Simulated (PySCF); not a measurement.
A geometry optimisation on `N#CC(C#N)O[SiH3]`.

Method: PBE0-D3(BJ)/def2-SVP geometry optimisation, gas phase (PySCF 2.14.0). Start geometry: GFN2-xTB. The command runs a driver script over a list of jobs; the input below is this job's line of settings and its coordinates in Å.

Command:
```bash
OMP_NUM_THREADS=1 python probes_run.py task.json out
```

Input:
```
{"job": {"xc": "PBE0", "basis": "def2-SVP", "d3": "d3bj", "grid": 1, "shake": 0.01, "kind": "geom"}, "charge": 0, "multiplicity": 1}
N     -1.237220     2.199910     0.976840
C     -1.090820     1.140550     0.646800
C     -0.848340    -0.227620     0.205520
C     -1.988470    -0.698570    -0.485790
N     -2.947910    -1.077400    -1.050840
O      0.272980    -0.310340    -0.630290
Si     1.863780    -0.084430    -0.263280
H     -0.675070    -0.840060     1.114350
H      2.385920    -0.405300    -1.551400
H      2.231700    -1.007610     0.821170
H      2.071580     1.285050     0.201240
```

Output:
```
step   0  E = -590.10761120  max force = 0.096574
step   1  E = -590.11877383  max force = 0.008559
step   2  E = -590.11989164  max force = 0.003446
step   3  E = -590.12028034  max force = 0.002627
step   4  E = -590.12038958  max force = 0.001951
step   5  E = -590.12042573  max force = 0.000749
step   6  E = -590.12043856  max force = 0.000549
step   7  E = -590.12045205  max force = 0.000833
step   8  E = -590.12046466  max force = 0.000943
step   9  E = -590.12047261  max force = 0.000573
step  10  E = -590.12047460  max force = 0.000102
optimisation converged
```

Energies in Eh; «max force» is the largest Cartesian gradient component in Eh/bohr.

Task: How much energy does the optimisation release, in eV?

Result: E(step 0) − E(last step) = 0.012863 Eh, which is 0.350 eV.

Task: Give the first gradient maximum in eV/Å.

Result: With 1 Eh/bohr = 51.422 eV/Å, 4.966 eV/Å.

Summary of the converged run: final energy -590.12047 Eh after 10 steps; dipole 4.18 D.

Time: 57 s wall; peak memory 0.51 GiB. Hardware: one thread of an Arm Neoverse V2 (shared host).
Labels such as C1 count atoms from 1, the log's own numbers from 0.
